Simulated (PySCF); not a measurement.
ClFGeH₂O₂, SMILES [OH][Ge]([OH])([F])[Cl].

Coordinates come from a B3LYP-D3(BJ)/def2-SVP optimisation. This is a generated structure with no PubChem entry under its InChIKey; it may be hypothetical. One conformer was computed; it need not be the lowest.

Computed with TDDFT-PBE/def2-SVPD (PySCF).

Vertical excitations. 

Question: Give excitation energies, oscillator strengths and character. (An estimate is asked for; the answer gives what the named calculation found.)

Answer: 
```csv
state,energy (eV),λ (nm),f,main pairs
S1,5.94,209,0.013,HOMO→LUMO 99 %
S2,5.97,208,0.003,HOMO−1→LUMO 99 %
S3,6.29,197,0.016,HOMO−2→LUMO 98 %
S4,6.56,189,0.054,HOMO−3→LUMO 97 %
S5,7.19,172,0.073,HOMO−4→LUMO 91 %
S6,7.29,170,0.057,HOMO−5→LUMO 94 %
S7,7.80,159,0.019,HOMO−6→LUMO 86 %
S8,7.89,157,0.008,"HOMO→LUMO+1 64 %, HOMO−1→LUMO+1 28 %"
S9,7.91,157,0.005,"HOMO−1→LUMO+1 64 %, HOMO→LUMO+1 26 %"
S10,7.95,156,0.011,HOMO→LUMO+2 78 %
T1,5.59,222,0,HOMO→LUMO 99 %
T2,5.66,219,0,HOMO−1→LUMO 99 %
T3,5.93,209,0,HOMO−2→LUMO 99 %
T4,6.10,203,0,HOMO−3→LUMO 99 %
```
Triplets are in the Tamm–Dancoff approximation, which puts them higher than full response would, so one can lie above its singlet here.
